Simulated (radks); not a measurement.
Valence configurations of Pr I (all share [Xe]). All-electron calculation, scalar-relativistic Kohn-Sham, PBE, spin-polarised, spherical densities, finite nucleus; open shells are filled with parallel spins first (spin-orbit coupling, left out, can overturn this in heavy ions); Fermi nuclear charge, rms radius 4.8919 fm. Program: a radial shooting solver on a logarithmic mesh with Libxc functionals. Energies are relative to 4f3 6s2; eigenvalues in eV for spin up.

valence          E (eV)  moment (Bohr magnetons)   e(4f)   e(5d)   e(6p)   e(6s)
4f3 6s2           0.000                        3  -1.846       -       -  -3.520
4f2.5 5d0.5 6s2   0.290                        3  -4.184  -2.724       -  -3.763
4f2.5 5d1 6s1.5   0.611                        4  -3.396  -2.388       -  -3.649
4f2.5 6s2 6p0.5   1.073                        3  -5.622       -  -1.865  -4.408
4f2 5d1 6s2       1.544                        3  -6.816  -3.307       -  -3.975
4f2.5 5d2.5       2.326                        5  -1.577  -1.434       -       -
4f1.5 5d1.5 6s2   3.878                        3  -9.659  -3.894       -  -4.155
4f2 6s2 6p1       3.885                        3  -9.882       -  -2.404  -5.257

NIST lists [Xe] 4f3 6s2 as the ground configuration; this level of theory agrees among the configurations tried. The energies are those of spherical high-spin densities, not of single terms. No valid solution was reached for [Xe] 4f3 5d2; [Xe] 4f4 6s1.
